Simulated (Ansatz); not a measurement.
Basis-set extrapolation for `[SiH3]C1C=C1` (PBE0-D4/def2-TZVP geometry, frozen core, Ansatz 0.2.0). Multiplicity 1, RHF reference.

```csv
,def2-TZVPP,def2-QZVPP
HF,-405.972788,-405.986954
MP2 correlation,-0.608574,-0.648119
CCSD(T) correlation,-0.677824,not run
```

Energies in hartree. Use E(X) = E(∞) + A·exp(−7.88·√X) for Hartree–Fock and E(X) = E(∞) + B·X^(−2.97) for correlation, with X = 3 and 4, and add CCSD(T) minus MP2 of the smaller set to the MP2 limit.

Q: What is the CCSD(T) energy at the basis-set limit?

A: HF limit: -405.986954 + (-0.014166) × 0.13774 = -405.98891. MP2 limit: -0.648119 + (-0.039545) × 0.74074 = -0.67741. Higher-order term: -0.677824 − (-0.608574) = -0.06925. Total: -406.73557 hartree, 223.1 kJ/mol below CCSD(T)/def2-TZVPP.
